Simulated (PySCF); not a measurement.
PBE0 on Fe- (iron, charge -1), [Ar] 3d7 4s2, high-spin 4F determinant. Computed with PySCF 2.14 in def2-QZVPPD, with no relativity, point nucleus.

```
cycle= 1 E= -1263.46810608399  delta_E= -0.0113  |g|= 0.192  |ddm|= 0.585
cycle= 2 E= -1263.43136431256  delta_E= 0.0367  |g|= 0.441  |ddm|= 0.516
cycle= 3 E= -1263.47722658888  delta_E= -0.0459  |g|= 0.0047  |ddm|= 0.234
cycle= 4 E= -1263.47723156623  delta_E= -4.98e-06  |g|= 0.0084  |ddm|= 0.0139
cycle= 5 E= -1263.47725137105  delta_E= -1.98e-05  |g|= 0.0003  |ddm|= 0.0175
cycle= 6 E= -1263.47725143703  delta_E= -6.6e-08  |g|= 0.000159  |ddm|= 0.0023
cycle= 7 E= -1263.47725144704  delta_E= -1e-08  |g|= 1.19e-05  |ddm|= 0.000483
cycle= 8 E= -1263.47725144714  delta_E= -9.96e-11  |g|= 1.05e-06  |ddm|= 8.05e-05
converged SCF energy = -1263.47725144714  <S^2> = 3.777431  2S+1 = 4.0136921
```

Highest occupied orbital energy: 1.444 eV; ⟨L²⟩ = 12.03; populations by l: s 8.00, p 12.00, d 7.00, f 0.00.

Problem. Can this result be used?

Solution. With care. The calculation finished and met its thresholds. At PBE0 the highest occupied level has a positive energy, so only the finite basis holds that electron; in a semilocal or global hybrid functional this comes from self-interaction and does not mean that the real anion is unbound.
